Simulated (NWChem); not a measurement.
System: CH3BF2O; SMILES O(B(F)F)C

NWChem input:

```
start job
memory heap 200 mb stack 900 mb global 1100 mb
geometry units angstroms
  B     -0.051962     0.018062     0.398150
  F     -0.491405    -0.461460     1.545620
  F      0.575766     1.188484     0.464717
  O     -0.248478    -0.658427    -0.712297
  C      0.175042    -0.248964    -2.002012
  H      0.841295    -1.017210    -2.396001
  H     -0.708673    -0.172249    -2.636556
  H      0.692187     0.710821    -1.967684
end
basis spherical
  B library 6-31g*
  F library 6-31g*
  O library 6-31g*
  C library 6-31g*
  H library 6-31g*
end
dft
  xc hfexch
  iterations 150
end
driver
  maxiter 150
  linopt 0
end
task dft optimize
```

Parts of the log:

```
             Northwest Computational Chemistry Package (NWChem) 7.3.0
             --------------------------------------------------------

 CS  symmetry detected

                             Geometry "geometry" -> ""
                             -------------------------

 Output coordinates in angstroms (scale by  1.889725989 to convert to a.u.)

  No.       Tag          Charge          X              Y              Z
 ---- ---------------- ---------- -------------- -------------- --------------
    1 B                    5.0000    -0.03159550     0.51760711     0.00000000
    2 F                    9.0000    -0.73162935     1.63550312     0.00000000
    3 F                    9.0000     1.29003743     0.66473855     0.00000000
    4 O                    8.0000    -0.65080048    -0.64253669     0.00000000
    5 C                    6.0000    -0.01111803    -1.90792211     0.00000000
    6 H                    1.0000    -0.33480801    -2.44743211     0.89081797
    7 H                    1.0000    -0.33480801    -2.44743211    -0.89081797
    8 H                    1.0000     1.07503281    -1.80752015     0.00000000

 Effective nuclear repulsion energy (a.u.)     173.0237279057

      Symmetry information
      --------------------

 Group name             Cs
 Group number              2
 Group order               2
 No. of unique centers     7

                                Z-matrix (autoz)
                                --------

 Units are Angstrom for bonds and degrees for angles

      Type          Name      I     J     K     L     M      Value
      ----------- --------  ----- ----- ----- ----- ----- ----------
    1 Stretch                  1     2                       1.31899
    2 Stretch                  1     3                       1.32980
    3 Stretch                  1     4                       1.31505
    4 Stretch                  4     5                       1.41788
    5 Stretch                  5     6                       1.09060
    6 Stretch                  5     7                       1.09060
    7 Stretch                  5     8                       1.09078
    8 Bend                     1     4     5               125.09208
    9 Bend                     2     1     3               115.70274
   10 Bend                     2     1     4               119.85470
   11 Bend                     3     1     4               124.44256
   12 Bend                     4     5     6               107.91368
   13 Bend                     4     5     7               107.91368
   14 Bend                     4     5     8               111.53637
   15 Bend                     6     5     7               109.53473
   16 Bend                     6     5     8               109.94238
   17 Bend                     7     5     8               109.94238
   18 Torsion                  1     4     5     6         120.85897
   19 Torsion                  1     4     5     7        -120.85897
   20 Torsion                  1     4     5     8           0.00000
   21 Torsion                  2     1     4     5         180.00000
   22 Torsion                  3     1     4     5           0.00000

  xc_inp: hfexch multiplicative factor not found.

                           NWChem Geometry Optimization
                           ----------------------------

 maximum gradient threshold         (gmax) =   0.000450
 rms gradient threshold             (grms) =   0.000300
 maximum cartesian step threshold   (xmax) =   0.001800
 rms cartesian step threshold       (xrms) =   0.001200
 fixed trust radius                (trust) =   0.300000
 source of zmatrix                         =   autoz

          -------------------
          Energy Minimization
          -------------------

 Using diagonal initial Hessian
 Scaling for Hessian diagonals: bonds = 1.00  angles = 0.25  torsions = 0.10

          --------
          Step   0

                                 NWChem DFT Module
                                 -----------------

[...]

      ----------------------
      Optimization converged
      ----------------------

  Step       Energy      Delta E   Gmax     Grms     Xrms     Xmax
  ---- ---------------- -------- -------- -------- -------- --------
@    4    -338.21250570 -1.1D-07  0.00002  0.00001  0.00035  0.00105
                                     ok       ok       ok       ok

                                Z-matrix (autoz)
                                --------

 Units are Angstrom for bonds and degrees for angles

      Type          Name      I     J     K     L     M      Value     Gradient
      ----------- --------  ----- ----- ----- ----- ----- ---------- ----------
    1 Stretch                  1     2                       1.31130   -0.00001
    2 Stretch                  1     3                       1.31922    0.00001
    3 Stretch                  1     4                       1.32797    0.00001
    4 Stretch                  4     5                       1.40903    0.00002
    5 Stretch                  5     6                       1.08111    0.00000
    6 Stretch                  5     7                       1.08111    0.00000
    7 Stretch                  5     8                       1.08088    0.00000
    8 Bend                     1     4     5               124.25454    0.00001
    9 Bend                     2     1     3               117.68743   -0.00000
   10 Bend                     2     1     4               119.73112    0.00000
   11 Bend                     3     1     4               122.58146   -0.00000
   12 Bend                     4     5     6               108.52912   -0.00000
   13 Bend                     4     5     7               108.52912   -0.00000
   14 Bend                     4     5     8               111.65192    0.00000
   15 Bend                     6     5     7               109.09842    0.00000
   16 Bend                     6     5     8               109.49409    0.00000
   17 Bend                     7     5     8               109.49409    0.00000
   18 Torsion                  1     4     5     6         120.77868    0.00000
   19 Torsion                  1     4     5     7        -120.77868   -0.00000
   20 Torsion                  1     4     5     8           0.00000   -0.00000
   21 Torsion                  2     1     4     5         180.00000    0.00000
   22 Torsion                  3     1     4     5           0.00000    0.00000

                         Geometry "geometry" -> "geometry"
                         ---------------------------------

 Output coordinates in angstroms (scale by  1.889725989 to convert to a.u.)

  No.       Tag          Charge          X              Y              Z
 ---- ---------------- ---------- -------------- -------------- --------------
    1 B                    5.0000    -0.03261133     0.52329697     0.00000000
    2 F                    9.0000    -0.72679294     1.63577623     0.00000000
    3 F                    9.0000     1.28293194     0.62167135     0.00000000
    4 O                    8.0000    -0.66228890    -0.64590054     0.00000000
    5 C                    6.0000    -0.01297019    -1.89639705     0.00000000
    6 H                    1.0000    -0.32017939    -2.44303033     0.88068364
    7 H                    1.0000    -0.32017939    -2.44303033    -0.88068364
    8 H                    1.0000     1.06240106    -1.78738069     0.00000000

 Effective nuclear repulsion energy (a.u.)     173.7094163889

      Symmetry information
      --------------------

 Group name             Cs
 Group number              2
 Group order               2
 No. of unique centers     7

                Final and change from initial internal coordinates
                --------------------------------------------------

                                Z-matrix (autoz)
                                --------

 Units are Angstrom for bonds and degrees for angles

      Type          Name      I     J     K     L     M      Value       Change
      ----------- --------  ----- ----- ----- ----- ----- ---------- ----------
    1 Stretch                  1     2                       1.31130   -0.00770
    2 Stretch                  1     3                       1.31922   -0.01058
    3 Stretch                  1     4                       1.32797    0.01293
    4 Stretch                  4     5                       1.40903   -0.00886
    5 Stretch                  5     6                       1.08111   -0.00949
    6 Stretch                  5     7                       1.08111   -0.00949
    7 Stretch                  5     8                       1.08088   -0.00990
    8 Bend                     1     4     5               124.25454   -0.83754
    9 Bend                     2     1     3               117.68743    1.98468
   10 Bend                     2     1     4               119.73112   -0.12358
   11 Bend                     3     1     4               122.58146   -1.86110
   12 Bend                     4     5     6               108.52912    0.61544
   13 Bend                     4     5     7               108.52912    0.61544
   14 Bend                     4     5     8               111.65192    0.11556
   15 Bend                     6     5     7               109.09842   -0.43631
   16 Bend                     6     5     8               109.49409   -0.44829
   17 Bend                     7     5     8               109.49409   -0.44829
   18 Torsion                  1     4     5     6         120.77868   -0.08029
   19 Torsion                  1     4     5     7        -120.77868    0.08029
   20 Torsion                  1     4     5     8           0.00000    0.00000
   21 Torsion                  2     1     4     5         180.00000    0.00000
   22 Torsion                  3     1     4     5           0.00000    0.00000

[...]
```

Level: Hartree-Fock/6-31G* (spherical d).
